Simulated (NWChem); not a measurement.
Atomisation of C$_{3}$H$_{5}$

SMILES: C(=[CH])C
```xyz
8

C     -1.3149    -0.3663     0.0000
C     -0.2217     0.3793     0.0000
C      1.2031    -0.1110     0.0000
H     -2.4022    -0.2148     0.0000
H     -0.3492     1.4878     0.0000
H      1.7502     0.2657    -0.8905
H      1.2525    -1.2165     0.0000
H      1.7502     0.2657     0.8905
```
Charge 0, spin multiplicity 2.

The numbers come from NWChem runs, not from measurements. Structure: optimised with UPBE/def2-SVP, a minimum by its harmonic frequencies.

Basis set: def2-TZVP. The atomisation energy is electronic alone: no zero-point, thermal, spin-orbit or counterpoise terms. No value is extrapolated to the basis-set limit. Free atoms are single determinants with multiplicities C 3, H 2.

B3LYP has NWChem's definition, with VWN1-RPA local correlation. The structure started from a generated list of species. The unpaired electrons of the parent sit in orbitals of symmetry a' (Cs labels of the run); other states weren't searched. No SCF solution was tested for a lower state.

**Question.** Order these methods by the atomisation energy they give, lowest first: LDA (SVWN5), BHandHLYP, PBE0, PBE, B3LYP.

**Answer.** BHandHLYP (721.4 kcal/mol), B3LYP (740.4 kcal/mol), PBE0 (746.9 kcal/mol), PBE (758.6 kcal/mol), LDA (SVWN5) (843.0 kcal/mol)
